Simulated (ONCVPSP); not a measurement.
## chromium, ONCV: configuration errors across variants

Cr (Z = 24), optimised norm-conserving Vanderbilt (ONCV), made with ONCVPSP 4.0.1 (PBE, scalar-relativistic). Core [Ar], reference 3d5 4s1. Waves: 4s: rc 2.15 bohr, ncon 3, nbas 7, qcut 3.7 1/bohr, local; p scattering state at 0.23 Ha: rc 2.30 bohr, ncon 4, nbas 8, qcut 3.5 1/bohr, 2 projectors, debl 1 Ha; 3d: rc 2.15 bohr, ncon 5, nbas 10, qcut 6.2 1/bohr, 2 projectors, debl 1.4 Ha. Local part: the s channel. Core correction: Teter function, fcfact 3.75, rcfact 1.2.

All-electron excitation energies from the reference (eV): (1) 3d5 4s0 6.902; (2) 3d4 4s0 22.954; (3) 3d5 4s0 4p1 3.122.

3 further variants failed, have other tests or too few solved ones, and are left out.

A true bound ghost makes a file unfit for plane-wave use even where its test errors are small: the radial tests pick states by their node count and pass the ghost by.

Errors AE − PS in meV (a dash: test not solved or not reliable):

```tsv
change	(1)	(2)	(3)	bound ghosts	GHOST(+) flags above zero
base	+20	+71	+5.6	p	none
all radii but the core radius scaled by about 0.88 (s 1.90, p 2.04, d 1.90 bohr)	+18	+51	-42	p	none
s: qcut 4.1; p: qcut 3.9; d: qcut 6.9	+17	+63	+5.2	p	none
d: nproj 1	+20	-78	+5.6	p	none
```

(1) Give the same row for: p: rc 2.15, qcut 3.7.

Results:

(1) +20, +71, -3.9; bound ghosts: p; GHOST(+) flags above zero: none.
